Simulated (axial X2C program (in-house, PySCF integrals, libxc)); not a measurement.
## BaCu⁺: from Re and ωe to a spectrum

A bond curve at the PBE0 level, 2c, was computed with an in-house relativistic program for diatomic molecules (basis Ba dyall-v3z [14s14p9d3f], Cu dyall-v3z [9s9p6d3f2g] (cores contracted in-house)) for the state Ω = 0 (closed shell). Its fit gives Re = 2.8057 Å, ωe = 157.7 cm⁻¹, ωexe = 0.291 cm⁻¹ and αe = 1.412e-04 cm⁻¹; the masses are 137.9052 and 62.9296 u. Two-component means X2C with spin–orbit coupling and atomic mean-field Coulomb and Gaunt terms.

(1) Find the reduced mass, Be and the force constant.

(2) Where do the fundamental and the first overtone lie?

(3) Estimate the centrifugal constant by the Kratzer relation.

(4) Give B0, the J = 1←0 line in GHz and the most populated J at 300 K (kT = 208.5 cm⁻¹).

(5) Estimate De from a Morse curve and compare with the computed well depth of 1.997 eV to Ba+ + Cu.

One determinant describes the state; a PBE0 search over occupations chose it and may have missed a lower one. Dissociation energies refer to the lowest single-determinant-based atoms at the same level and basis.

Answers

(1) From the PBE0 values: μ = 43.2112 u. Be = 16.8576/(μ Re²) = 0.04956 cm⁻¹. k = 5.8918×10⁻⁷ μ ωe² = 0.633 mdyn/Å.

(2) ν(1←0) = ωe − 2ωexe = 157.1 cm⁻¹; ν(2←0) = 2ωe − 6ωexe = 313.7 cm⁻¹.

(3) D = 4Be³/ωe² = 1.96e-08 cm⁻¹.

(4) B0 = Be − αe/2 = 0.04949 cm⁻¹; 2B0 = 2.967 GHz; J(max) ≈ √(kT/2B0) − 1/2 = 45.4, so J = 45.

(5) De(Morse) = ωe²/(4ωexe) = 2.649 eV against 1.997 eV computed, a ratio of 1.33. The extrapolation overshoots: the well softens faster than a Morse curve, or the lowest atomic limit lies below the one to which the curve heads.
